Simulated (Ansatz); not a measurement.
Computed with Ansatz on PBE0-D4/def2-TZVP structures; ΔE is electronic, products minus reactants. CCSD(T)/CBS is the MP2 limit (def2-TZVPP, def2-QZVPP) plus CCSD(T) − MP2 in def2-TZVPP, frozen cores. This one scheme is used for every species. DFT in def2-TZVPP. For Se outer-core shells are correlated without core-valence functions, which leaves a few kJ/mol of doubt a bond. Scalar relativity is left out up to krypton. One conformer a species, not always the lowest.

Reaction (ligand exchange at the Si–O bond): `BO[SiH](N)[SiH3]` + H₂Se → `N[SiH]([SiH3])[SeH]` + `BO`

CCSD(T)/CBS gives +30.4 kJ/mol.

Task: Another level gave +18.8 kJ/mol. Which?
A. HF/def2-TZVPP
B. MP2/def2-TZVPP
C. SCS-MP2/def2-TZVPP
D. PBE-D4/def2-TZVPP

Result: D. PBE-D4 18.8, SCS-MP2/def2-TZVPP 35.0, MP2/def2-TZVPP 29.6, HF/def2-TZVPP 45.2 kJ/mol.

Largest T1 diagnostic among the species: 0.014.

In def2-TZVPP, CCSD(T) changes the Hartree–Fock value by −10.4 kJ/mol (the triples alone add −2.0 kJ/mol) and MP2 by −15.6 kJ/mol.
